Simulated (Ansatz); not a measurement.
Start from `N#C[Si](Cl)(Cl)Cl` and change one atom or group to get `CN[Si](Cl)(Cl)Cl`.

Ansatz, PBE0-D4/def2-TZVP geometries, multiplicity 1. Each molecule was computed in one conformer, which needn't be the lowest.

```
                                          property  `N#C[Si](Cl)(Cl)Cl`
                HOMO energy (PBE0/def2-TZVPP) / eV                -9.91
size of the dipole moment (ωB97M-V/def2-TZVPP) / D                 2.51
                 HOMO energy (PBE/def2-TZVPP) / eV                -8.48
  size of the dipole moment (B3LYP/def2-TZVPP) / D                 2.53
             HOMO–LUMO gap (B3LYP/def2-TZVPP) / eV                 8.07
    size of the dipole moment (PBE/def2-TZVPP) / D                 2.50
```

Problem. What does the change do to each property? (Best estimate.)

Solution. Computed: 
| property | `CN[Si](Cl)(Cl)Cl` | shift |
| --- | --- | --- |
| HOMO energy (PBE0/def2-TZVPP) / eV | -7.64 | 2.27 |
| size of the dipole moment (ωB97M-V/def2-TZVPP) / D | 2.55 | 0.04 |
| HOMO energy (PBE/def2-TZVPP) / eV | -6.22 | 2.26 |
| size of the dipole moment (B3LYP/def2-TZVPP) / D | 2.56 | 0.03 |
| HOMO–LUMO gap (B3LYP/def2-TZVPP) / eV | 7.42 | -0.65 |
| size of the dipole moment (PBE/def2-TZVPP) / D | 2.54 | 0.04 |

With PBE0 the HOMO rises by 2.27 eV and the LUMO rises by 1.67 eV, so the gap narrows by about 0.60 eV. PBE moves the HOMO by 2.26 eV and ωB97M-V by 2.19 eV. The zero-point energy changes by 121.2 kJ/mol with +12 modes. Dipoles are sizes alone; their direction can turn.

B3LYP here is the variant with VWN-RPA as its local correlation; programs differ in this.
